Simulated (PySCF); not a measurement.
From computed data to an observable: chemical shift, span and skew from a shielding tensor

C4H6ClF, SMILES FC1(Cl)CCC1. Atoms are numbered in the order given.

```xyz
12

F      1.6742    -0.5309     0.0000
C      0.4100    -0.0640     0.0000
Cl    -0.7055    -1.4687     0.0000
C      0.0416     0.9521    -1.0801
C     -0.7502     1.7186     0.0000
C      0.0416     0.9521     1.0801
H      0.9530     1.4908    -1.3809
H     -0.4801     0.5790    -1.9710
H     -0.6649     2.8134     0.0000
H     -1.8133     1.4408     0.0000
H     -0.4801     0.5790     1.9710
H      0.9530     1.4908     1.3809
```
Charge 0, spin multiplicity 1.

Geometry: PBE0-D3(BJ)/def2-SVP.

GIAO shieldings from HF/pcSseg-1 (PySCF), non-relativistic, no solvent. The symmetric part of the tensor of F1 has the principal values 255.5, 346.8, 351.5 ppm. The same nucleus in CFCl3 has σ = 238.5 ppm at this level (PySCF, at its B3LYP-D3(BJ)/def2-TZVP geometry). Without spin–orbit terms, shifts of atoms bonded to Cl or Br come out too high.

Problem. Work out the isotropic shielding, the ¹⁹F shift against CFCl3, the span and the skew.

Solution. 
σ(iso) = (σ11 + σ22 + σ33)/3 = 317.9 ppm. δ = σ(ref) − σ(iso) = 238.5 − (317.9) = -79.4 ppm.
Span Ω = σ33 − σ11 = 96.0 ppm. Skew κ = 3(σ(iso) − σ22)/Ω = -0.90. Tumbling in solution averages the tensor to δ; in a static solid the shielding alone would spread this spin-1/2 line over Ω.
